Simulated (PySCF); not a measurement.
ZnFCl, SMILES [F][Zn][Cl]. Atoms are numbered in the order given.

```xyz
3

Zn     0.0000     0.0000    -0.3480
F      0.0000     0.0000    -2.0819
Cl     0.0000     0.0000     1.7163
```

The structure is a stationary point at r2SCAN-D4/def2-TZVP.

All values below come from HF/def2-TZVPD (PySCF).

The molecule is in vacuum.

```json
{
  "total_energy": "-2336.89225 hartree",
  "point_group": "C∞v",
  "highest_occupied_level": "-12.73 eV",
  "lowest_empty_level": "0.89 eV",
  "orbital_gap": "13.62 eV",
  "dipole_moment": "0.57 D",
  "quadrupole, principal values (traceless, Buckingham form, about the centre of nuclear charge)": "-15.29, 7.64, 7.64 D·Å",
  "mean_static_polarisability": "30.2 bohr³ (4.47 Å³)",
  "polarisability_principal_values": "26.6, 26.6, 37.3 bohr³"
}
```
